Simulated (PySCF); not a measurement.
# C5H14BPSi: core ionisation energies

C₅H₁₄BPSi.
Numbering: `[BH2:1][PH:2][SiH2:3][CH:4]1[CH2:5][CH2:6][CH2:7][CH2:8]1`

Theory: delta-SCF UKS SCAN, pcX-2 on the ionised atom, pcseg-1 elsewhere, spin-free X2C in PySCF 2.14.0. Each binding energy is the total energy of the core-ionised species, with the hole localised on one atom, minus that of the ground state; both are solved self-consistently, so orbital relaxation is included.

Give the core binding energies atom by atom.

```csv
atom(s),environment,level,binding energy (eV),2p1/2 (eV),above the level's lowest (eV),count
P2,three-coordinate phosphorus,P 2p3/2,135.73,136.62,0.00,1
P2,three-coordinate phosphorus,P 1s,2149.20,–,0.00,1
Si3,SiH2 silicon,Si 2p3/2,106.43,107.05,0.00,1
Si3,SiH2 silicon,Si 1s,1846.20,–,0.00,1
C4,sp3 carbon bound to silicon,C 1s,289.99,–,0.00,1
C5/C8,ring CH2 carbon,C 1s,290.44,–,+0.45,2
C6/C7,ring CH2 carbon,C 1s,290.38,–,+0.39,2
```

Lowest listed C 1s: C4, bonded to 2 C, H and Si. Highest, 0.45 eV above it: C5/C8, bonded to 2 C and 2 H. The widest gap between neighbouring values is 0.39 eV, between 289.99 and 290.38 eV. Summing the Pauling electronegativity differences to the bonded atoms, each weighted by its formal bond order, gives -1.00 for the lowest site and -0.70 for the highest; no listed site has a larger sum than the highest.

Which photon energy gives electrons from P 2p3/2 of P2 a kinetic energy of 200 eV, and what is their de Broglie wavelength?

hν = 135.73 + 200 = 335.73 eV, recoil neglected; λ = 12.264 Å/√(E/eV) = 0.87 Å.

Which effective nuclear charge Zeff reproduces each element's mean 1s value in the hydrogen-like formula E = 13.606 eV × Zeff²?

C (Z = 6): mean 290.3 eV, Zeff = 4.62, Z − Zeff = 1.38; Si (Z = 14): mean 1846.2 eV, Zeff = 11.65, Z − Zeff = 2.35; P (Z = 15): mean 2149.2 eV, Zeff = 12.57, Z − Zeff = 2.43. Means run over the listed sites, weighted by atom count.

Topologically equivalent atoms share the value of their first member; where this conformer doesn't relate them by symmetry, their own values could differ. Not every level is listed. For 2p shells one spin-free hole was relaxed; a mean-field spin–orbit operator and the ground-state splitting of the three 2p orbitals were then diagonalised within the shell. The shell's mean is (2 × 2p3/2 + 2p1/2)/3, and the degeneracies 2j + 1 give areas of 2:1. 2p1/2 minus 2p3/2 (ligand field included): P 0.89 eV, Si 0.62 eV. No level of boron is listed. Isolated species at its PBE0-D3(BJ)/def2-SVP geometry (one conformer only).

On an Arm Neoverse V1 with one thread, no GPU (shared host), this took 3.3 min.
